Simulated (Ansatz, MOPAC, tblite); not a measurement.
Breaking a bond: SMILES C[N+]#[C-]->[Au][CH3]. The Au1–C8 bond (Au1 also carries C; C8 carries H, H, H) is varied alone, starting from the PBE0/def2-SVP, def2 effective core potentials past Kr optimised geometry.

Levels of theory: PM6, restricted, heats of formation (MOPAC); PM7, restricted, heats of formation (MOPAC); GFN2-xTB, 300 K electronic temperature (tblite); UKS-PBE0 = unrestricted PBE0/def2-SVP, def2 effective core potentials past Kr run with Ansatz (a quantum-chemistry and plane-wave program).

Energies relative to the lowest point of each curve near equilibrium, in kJ/mol; the last columns give the difference from UKS-PBE0:

| R / Å | PM6 | PM7 | GFN2-xTB | UKS-PBE0 | PM6 − UKS-PBE0 | PM7 − UKS-PBE0 | GFN2-xTB − UKS-PBE0 |
|---|---|---|---|---|---|---|---|
| 1.69 | 265.6 | 243.3 | 135.2 | 189.6 | 76.0 | 53.7 | -54.4 |
| 1.80 | 106.2 | 133.4 | 53.5 | 76.0 | 30.2 | 57.4 | -22.6 |
| 1.93 | 22.0 | 49.1 | 9.5 | 14.5 | 7.5 | 34.6 | -5.0 |
| 2.00 | 4.5 | 21.7 | 1.2 | 2.4 | 2.1 | 19.3 | -1.2 |
| 2.05 | 0.0 | 9.2 | 0.0 | 0.0 | 0.0 | 9.2 | 0.0 |
| 2.13 | 2.9 | 0.0 | 4.5 | 4.3 | -1.3 | -4.3 | 0.2 |
| 2.19 | 11.3 | 0.8 | 12.0 | 12.3 | -1.0 | -11.5 | -0.3 |
| 2.33 | 44.1 | 22.3 | 39.3 | 41.5 | 2.6 | -19.2 | -2.2 |
| 2.50 | 97.5 | 72.1 | 83.6 | 86.9 | 10.6 | -14.8 | -3.3 |
| 2.69 | 163.2 | 141.0 | 139.8 | 141.0 | 22.2 | 0.1 | -1.1 |
| 2.98 | 259.6 | 247.4 | 225.3 | 218.7 | 40.9 | 28.8 | 6.6 |
| 3.37 | 366.5 | 366.0 | 317.4 | 302.1 | 64.4 | 63.9 | 15.3 |
| 3.77 | 444.9 | 450.1 | 374.0 | 343.2 | 101.7 | 106.9 | 30.8 |
| 4.28 | 508.0 | 513.8 | 408.1 | 363.5 | 144.5 | 150.2 | 44.6 |
| 5.01 | 573.1 | 558.3 | 425.0 | 371.8 | 201.3 | 186.5 | 53.2 |
| 5.93 | 586.4 | 584.9 | 430.4 | 373.4 | 213.0 | 211.5 | 57.0 |

PM6 is furthest from UKS-PBE0 at 5.93 (213.0 kJ/mol, above); its mean absolute difference over the points is 57.5 kJ/mol.

PM7 is furthest from UKS-PBE0 at 5.93 (211.5 kJ/mol, above); its mean absolute difference over the points is 60.8 kJ/mol.

GFN2-xTB is furthest from UKS-PBE0 at 5.93 (57.0 kJ/mol, above); its mean absolute difference over the points is 18.6 kJ/mol.

The restricted form behind PM6, PM7 keeps the bonding electrons paired and can't separate into open-shell fragments. The unrestricted determinant behind UKS-PBE0 is spin-contaminated at 3.37 to 5.93 Å (<S²> up to 1.0, against 0.00 for a pure singlet).
